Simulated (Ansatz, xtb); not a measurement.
Two isomers of C2H5BSe

Structure a: `CB1C[Se]1`, a singlet. Structure b: `CCB=[Se]`, a singlet. Both are isolated molecules in the gas phase, relaxed with PBE0-D3(BJ)/pcseg-1; the shapes shown needn't be the lowest conformers.

a (Å):

| atom | x (Å) | y (Å) | z (Å) |
| --- | --- | --- | --- |
| C | -1.0508 | -0.7839 | -0.2207 |
| C | 0.8301 | -0.1652 | -2.3804 |
| B | -0.3321 | -0.0794 | -1.3892 |
| Se | -0.3776 | 1.4739 | -2.4862 |
| H | -1.3769 | -1.7850 | -0.5383 |
| H | -0.3412 | -0.9478 | 0.6034 |
| H | -1.9170 | -0.2371 | 0.1642 |
| H | 1.8530 | 0.0830 | -2.0886 |
| H | 0.7759 | -0.7876 | -3.2763 |

b (Å):

```xyz
9

C    -0.7050   -0.1533   -0.3058
C    -0.5920    0.5376   -1.6676
B     0.7335    0.3013   -2.3937
Se    2.2488    0.0237   -3.2103
H    -1.6768    0.0591    0.1544
H     0.0749    0.1907    0.3825
H    -0.6088   -1.2406   -0.4004
H    -0.7248    1.6257   -1.5611
H    -1.4023    0.2078   -2.3367
```

Energies in hartree; the thermal terms are from PBE0-D3(BJ)/pcseg-1 harmonic frequencies (ideal gas, rigid rotor, one conformer each, 600 K, 1 atm) and include the zero-point energy:

```
                               a            b
E, CCSD(T)/def2-SVP  −2503.456824  −2503.485468
    E, MP2/def2-SVP  −2503.401951  −2503.429801
  E, MP2/def2-TZVPP  −2503.926967  −2503.948170
  zero-point energy      0.067305      0.069919
       H(600 K) − E      0.085931      0.087611
       G(600 K) − E     −0.003469      0.000479
```

Task: Correct the CCSD(T) difference for the basis set by the MP2 change, then work out ΔE, ΔE₀, ΔH and ΔG for a → b in kJ/mol (1 Eh = 2625.50 kJ/mol) and the equilibrium ratio [b]/[a].

Result: 1. Differences b − a: CCSD(T) −0.028644, MP2 in the small set −0.027850, MP2 in the large set −0.021203 Eh.
2. ΔE = −0.028644 + (−0.021203 − (−0.027850)) = −0.021997 Eh = −57.75 kJ/mol.
3. ΔE₀ = ΔE + ΔZPE = −0.021997 + (+0.002614) Eh = −50.89 kJ/mol.
4. ΔH = ΔE + (+0.001680) Eh = −53.34 kJ/mol.
5. ΔG = ΔE + (+0.003948) Eh = −47.39 kJ/mol, so ΔS = (ΔH − ΔG)/T = −9.9 J/(mol K).
6. kT = 1.9001 mEh, so K = [b]/[a] = exp(−ΔG/kT) = exp(+9.50) ≈ 1.3 × 10^4.

Structure b is favoured at this temperature. An error of 4 kJ/mol in ΔG would change K by a factor of 2.2. The basis-set step is large, which makes the value less sure. Mirror images and further conformers aren't counted.

As drawn, b has 1 C–C, 1 B=Se in place of 1 C–B, 1 C–Se, 1 B–Se. Structure a has a 3-membered ring, b no ring.

Other levels gave ΔE = −98.5 (GFN2-xTB); −75.2 (HF/STO-3G, GFN2-xTB geometries); −51.9 (r2SCAN-D4/def2-SVP, GFN2-xTB geometries); −54.8 (PBE0-D3(BJ)/pcseg-1); −79.6 (HF/def2-SVP); −73.1 (MP2/def2-SVP); −75.2 (CCSD(T)/def2-SVP) kJ/mol. The correlated steps freeze 12 core orbitals; the filled d shell of Se is correlated, in a basis made for valence electrons. Programs: Ansatz 0.2.0, xtb 6.7.1.
